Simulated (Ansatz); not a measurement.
The pair A = HF (SMILES F) (first 2 atoms), B = HI (SMILES I); geometry from B3LYP-D3(BJ)/def2-TZVP.
(charge 0, multiplicity 1):
```xyz
4

F     -0.070     0.475    -0.241
H      0.005     0.035     0.577
I      0.213    -1.036     2.982
H      0.174     0.436     3.649
```

Correlated levels freeze the cores. Filled d and f shells under p-block atoms count as core.

Run with Ansatz (Gaussian basis) for Hartree–Fock, density functionals and correlated methods. Values without a source in brackets are computed. In def2 rows elements past Kr take small-core potentials, without spin–orbit coupling.

Total energies (hartree), monomers frozen at their geometry in the pair:

```csv
structure,PBE/def2-TZVPPD,B3LYP/def2-TZVPPD,MP2/def2-TZVPPD
AB,-398.6936164,-398.9048428,-397.7368049
A in the pair's basis,-100.3967092,-100.4951402,-100.3394050
B in the pair's basis,-298.2918663,-298.4061126,-297.3940510
A,-100.3966858,-100.4951195,-100.3392459
B,-298.2918497,-298.4060958,-297.3933632
```

Question: Work out the interaction energy without and with the counterpoise correction, and the superposition error, for each level.

Answer: 
E(AB) − E(A) − E(B), times 627.509 kcal/mol, with the monomers in their own basis and then in the pair's basis:
- PBE/def2-TZVPPD: -3.19 uncorrected, -3.16 corrected; the monomers gain 0.03 kcal/mol from borrowed functions
- B3LYP/def2-TZVPPD: -2.28 uncorrected, -2.25 corrected; the monomers gain 0.02 kcal/mol from borrowed functions
- MP2/def2-TZVPPD: -2.63 uncorrected, -2.10 corrected; the monomers gain 0.53 kcal/mol from borrowed functions

Ansatz is a quantum-chemistry and plane-wave program.
